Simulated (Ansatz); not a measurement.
`C#[C][Ge]([F])([F])[F]` + dimethylamine → `C[N](C)[Ge]([F])([F])[F]` + acetylene at 700 K and 1 bar (ligand exchange at a Ge–C bond).

Program: Ansatz. Geometries: PBE0-D4/def2-TZVP. ΔE: electronic, gas phase. CCSD(T)/CBS adds triple-zeta CCSD(T) − MP2 to the extrapolated MP2 energy (def2 sets, frozen cores). This one scheme is used for every species. For Ge outer-core shells are correlated without core-valence functions, which leaves a few kJ/mol of doubt a bond. Scalar relativity is left out up to krypton. One conformer a species, not always the lowest.

```csv
species,CCSD(T)/CBS energy (Eh),H − E (kJ/mol),S (J/(mol·K))
`C#[C][Ge]([F])([F])[F]`,-2452.25077,140.3,448.8
`CNC`,-135.00321,296.9,352.4
`C[N](C)[Ge]([F])([F])[F]`,-2510.03269,335.1,553.6
`C#C`,-77.22717,102.1,244.4
```

H − E and S are ideal-gas, rigid-rotor, harmonic terms from PBE0-D4/def2-TZVP, for one conformer and one mirror image of each species. 1 Eh = 2625.50 kJ/mol, R = 8.31446 J/(mol·K).

Q: By hand: ΔE, ΔH, ΔS and ΔG.

A: ΔE = (-2510.03269) + (-77.22717) − (-2452.25077) − (-135.00321) = -0.00588 Eh = -15.4 kJ/mol. Δ(H − E) = 335.1 + 102.1 − 140.3 − 296.9 = 0.0, so ΔH = -15.4 kJ/mol. ΔS = 553.6 + 244.4 − 448.8 − 352.4 = -3.2 J/(mol·K). ΔG = -15.4 − 700 × (-3.2)/1000 = -13.2 kJ/mol.

Q: By hand: the equilibrium constant, and the temperature at which ΔG would vanish if ΔH and ΔS stayed fixed.

A: log₁₀ K = −ΔG/(RT ln 10) = 1.0. ΔG = 0 at ΔH/ΔS = 4812 K, far beyond where these terms or the molecules hold.

The number of gas molecules stays the same, so ΔS is small and ΔH decides. A doubt of 5 kJ/mol in ΔE shifts log₁₀ K by 0.4 here. Other conformers and mirror images would add mixing entropy, several J/(mol·K) or more a flexible species. Modes under 60 cm⁻¹, often nearly free rotors, make the harmonic entropy too high. These are equilibria of isolated gas molecules and say nothing of rates. Largest T1 diagnostic: 0.013 (customary marks: 0.02 for closed shells, 0.045 for open ones).
